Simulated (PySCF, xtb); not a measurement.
AlClH2O, SMILES [AlH]([Cl])[OH].

GFN2-xTB run with xtb at its own geometry gives an orbital gap of 5.12 eV and a dipole moment of 2.02 D.

Geometry: B3LYP-D3(BJ)/def2-TZVP. Other conformers were not sampled.

Q: What does B3LYP/def2-TZVPD run with PySCF give? (The exact figures need the calculation; the answer reports its results.)

A: gap 7.81 eV (levels -8.89 and -1.08 eV), dipole 0.69 D.
